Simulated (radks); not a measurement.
Values are calculated unless marked as measured or tabulated.
Task: Species: Br III. Configuration: [Ar] 3d10 4s2 4p3. Level of theory: Dirac Kohn-Sham, PBEsol, spin-unpolarised, spherical densities, finite nucleus; open shells are shared between the two j in proportion to 2j + 1; Fermi nuclear charge, rms radius 4.1629 fm (a radial shooting solver on a logarithmic mesh with Libxc functionals).

Spin-orbit splittings of the eigenvalues, e(l+1/2) - e(l-1/2), with zeta = 2 splitting/(2l+1) and mean radii in bohr:

shell  occ.  splitting (eV)  zeta (eV)  <r> j=l-1/2  <r> j=l+1/2
2p        6           47.45      31.63       0.1628       0.1667
3p        6           6.840      4.560       0.5570       0.5675
3d       10           1.089     0.4354       0.5866       0.5907
4p        3               ?          ?        1.830        1.860

Estimate the 4p splitting.

Result: 0.6535 eV (zeta = 0.4357 eV).
